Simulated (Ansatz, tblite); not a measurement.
Cost and result up the ladder for the cluster AlF₃ (4 atoms). The state is a singlet with charge 0. Geometry: PBE-D4/def2-TZVP.

| atom | x (Å) | y (Å) | z (Å) |
| --- | --- | --- | --- |
| Al1 | 0.000 | 0.000 | 0.000 |
| F2 | 0.791 | 1.393 | -0.383 |
| F3 | -0.367 | -0.333 | 1.571 |
| F4 | -0.425 | -1.059 | -1.188 |

Ansatz on 4 threads of Arm Neoverse N1 on a shared host; xTB runs through tblite on one thread. Times are rough, summed over both states, and most runs start from the orbitals of an earlier one. ωB97X-V/def2-TZVP serves as the yardstick here, not as an exact answer. The other state is a quintet at its own geometry, which has other bonds, so the gap mixes isomer and spin.

The xTB rows come from tblite. Correlated methods freeze 8 core orbitals. In the quintet geometry the species has come apart into loosely held pieces. In the quintet, F2 and F3 lie 1.95 Å apart, F2 and F4 lie 1.95 Å apart (atoms count from 1), so these atoms are partly bonded to each other. The structure comes from a short search, and lower isomers may exist.

Run but left out: HF/STO-3G, HF/def2-TZVP, HF/def2-TZVPP, MP2/def2-TZVP, MP2/def2-TZVPP (quintet: a determinant that CCSD turns far, T1 0.051).

Correlated methods converge slowly with the basis.

xTB has no spin-polarisation term.

```json
{"level": "GFN1-xTB", "functions": "21", "wall time": "0.007 s", "quintet − singlet (eV)": "16.13", "difference from ωB97X-V/def2-TZVP (eV)": "2.34"}
{"level": "GFN2-xTB", "functions": "21", "wall time": "0.007 s", "quintet − singlet (eV)": "14.46", "difference from ωB97X-V/def2-TZVP (eV)": "0.67"}
{"level": "PBE-D4/def2-TZVP", "functions": "130", "wall time": "3.1 s", "quintet − singlet (eV)": "12.48", "difference from ωB97X-V/def2-TZVP (eV)": "-1.31"}
{"level": "PBE0-D4/def2-TZVP (with forces)", "functions": "130", "wall time": "4.2 s", "quintet − singlet (eV)": "13.19", "difference from ωB97X-V/def2-TZVP (eV)": "-0.60"}
{"level": "CAM-B3LYP-D4/def2-TZVP", "functions": "130", "wall time": "4.5 s", "quintet − singlet (eV)": "13.68", "difference from ωB97X-V/def2-TZVP (eV)": "-0.11"}
{"level": "RPA@PBE/def2-TZVP", "functions": "130", "wall time": "5.3 s", "quintet − singlet (eV)": "12.79", "difference from ωB97X-V/def2-TZVP (eV)": "-0.99"}
{"level": "r2SCAN-D4/def2-TZVP", "functions": "130", "wall time": "6.7 s", "quintet − singlet (eV)": "12.80", "difference from ωB97X-V/def2-TZVP (eV)": "-0.99"}
{"level": "BHLYP-D4/def2-TZVP", "functions": "130", "wall time": "6.8 s", "quintet − singlet (eV)": "13.99", "difference from ωB97X-V/def2-TZVP (eV)": "0.20"}
{"level": "r2SCAN0-D4/def2-TZVP", "functions": "130", "wall time": "8.5 s", "quintet − singlet (eV)": "13.37", "difference from ωB97X-V/def2-TZVP (eV)": "-0.42"}
{"level": "ωB97X-V/def2-TZVP", "functions": "130", "wall time": "12 s", "quintet − singlet (eV)": "13.79", "difference from ωB97X-V/def2-TZVP (eV)": "0.00"}
```
